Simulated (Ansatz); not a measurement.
Species: [(E)-pent-2-en-3-yl]silane, C₅H₁₂Si (charge 0, singlet). 
Coordinates optimised at B3LYP-D3(BJ)/def2-TZVP (Ansatz, a program for electronic structure):
```xyz
18

C     -2.5250     0.2124    -0.1326
C     -1.1707     0.7923     0.1369
C      0.0192     0.2472    -0.1452
Si     1.5758     1.1709     0.3044
C      0.1797    -1.1117    -0.7947
C      0.2477    -2.2443     0.2365
H     -2.4835    -0.7460    -0.6467
H     -3.1251     0.8998    -0.7359
H     -3.0690     0.0673     0.8056
H     -1.1891     1.7645     0.6238
H      2.4485     0.3515     1.1843
H      2.3679     1.4794    -0.9140
H      1.2378     2.4349     1.0009
H      1.0934    -1.1252    -1.3966
H     -0.6391    -1.3032    -1.4920
H     -0.6770    -2.2962     0.8136
H      1.0670    -2.0850     0.9398
H      0.4024    -3.2094    -0.2499
```

Computed values are from Ansatz. Cores are frozen in the correlated levels unless marked. Open shells are spin-unrestricted. Spin-orbit coupling is left out. Non-relativistic. CBS(X,Y): correlation extrapolated as X^-3; Hartree-Fock from the larger set.

What is the dipole moment at CCSD(T)/aug-cc-pV(D+d)Z?

1.28 D.

What is the total energy at CCSD(T)/CBS(cc-pV(T+d)Z,cc-pV(Q+d)Z)?

-486.5303 Eh.

What is the T1 diagnostic at CCSD/cc-pV(Q+d)Z?

0.011.

What is the atomisation energy De at CCSD(T)/CBS(cc-pV(T+d)Z,cc-pV(Q+d)Z)?

6941.5 kJ/mol.
